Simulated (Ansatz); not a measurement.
This geometry of C2H7ClN2Si (13 atoms, charge 0, multiplicity 1) is a first-order saddle point.

All numbers below come from RKS B3LYP-D4/STO-3G in Ansatz 0.2.0.

```xyz
13
Properties=species:S:1:pos:R:3
C -1.942 -1.151 -0.027
N -0.738 -1.050 -0.532
C 0.347 -0.857 0.523
Si 1.011 0.917 0.382
N 1.380 1.437 -1.271
Cl -0.495 2.204 1.109
H -2.193 -1.133 1.052
H -2.790 -1.265 -0.725
H 1.165 -1.562 0.284
H -0.002 -1.068 1.551
H 2.169 1.066 1.241
H 1.594 0.591 -1.860
H 0.514 1.836 -1.713
```

Which two structures does it join? (They come from a converged band through this point; their orientation in space is the band's.)

No bond is made or broken. The dihedral Cl6–Si4–N5–H13 goes from -70 to 59°. The two ends are copies of one structure, up to a mirror image or an exchange of like atoms.

First end point:

```xyz
13
Properties=species:S:1:pos:R:3
C -1.944 -1.204 0.005
N -0.750 -1.065 -0.514
C 0.346 -0.873 0.534
Si 0.972 0.901 0.357
N 1.376 1.141 -1.301
Cl -0.617 2.142 1.059
H -2.180 -1.216 1.088
H -2.800 -1.321 -0.683
H 1.165 -1.571 0.283
H 0.005 -1.084 1.564
H 2.108 1.222 1.193
H 1.677 2.095 -1.590
H 0.662 0.798 -1.979
```

Last end point:

```xyz
13
Properties=species:S:1:pos:R:3
C -1.938 -1.195 -0.001
N -0.739 -1.078 -0.514
C 0.352 -0.879 0.538
Si 0.972 0.897 0.358
N 1.364 1.140 -1.302
Cl -0.622 2.128 1.068
H -2.182 -1.183 1.080
H -2.790 -1.314 -0.694
H 1.174 -1.575 0.295
H 0.006 -1.086 1.567
H 2.112 1.224 1.188
H 0.651 0.792 -1.977
H 1.660 2.096 -1.593
```

How far does it lie above each of them?

5.7 kcal/mol above the first and 5.7 kcal/mol above the second. This is the barrier of this one path; another mechanism may lie lower. Limits of this set-up: minimal basis.

Run time: 11 min on 1 thread of Intel(R) Xeon(R) Platinum 8488C (Sapphire Rapids), on a shared host, peak memory 0.14 GiB.
